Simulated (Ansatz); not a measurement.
Geometry optimisation, Ansatz 0.2.0, RHF/def2-SVP.

The input (input.yaml):

```yaml
crystal:
  periodic: [false, false, false]
  atoms:
    - { symbol: Sn, position_ang: [0.0, 0.0, 0.0] }
    - { symbol: H, position_ang: [0.0, 0.0, 1.74] }
    - { symbol: Cl, position_ang: [2.2726, 0.0, -0.8025] }
    - { symbol: H, position_ang: [-0.8195, 1.4198, -0.5794] }
    - { symbol: Cl, position_ang: [-1.1351, -1.9666, -0.8025] }
basis:
  gaussian: { orbitals: def2-SVP }
hamiltonian:
  xc: hf
relax:
  f_tol: 0.02
  max_steps: 40
```

Run as:

```bash
$ ansatz run input.yaml --threads 1 --pin off --max-ram 2048MiB --backend cpu --events-out ev --progress --plain --runs-dir out
```

Question: Where does it end, and by what steps?

Answer: The run converged. After 3 steps the energy has fallen by 0.143 eV; Cl3 moved furthest, 0.10 Å.

```csv
step,energy less start (eV),largest force component (eV/Å),accepted
0,0.0000,1.012,yes
1,-0.0232,0.971,yes
2,-0.1415,0.119,yes
3,-0.1432,0.016,yes
```

```xyz
5
Properties=species:S:1:pos:R:3
Sn -0.022 0.039 0.032
H 0.038 -0.065 1.718
Cl 2.177 -0.011 -0.775
H -0.797 1.381 -0.643
Cl -1.079 -1.891 -0.776
```

Whether the end is a true minimum wasn't checked by a vibrational analysis.

Time of the run: 6.9 s on 1 thread of Arm Neoverse V2, on a shared host, peak memory 0.13 GiB.
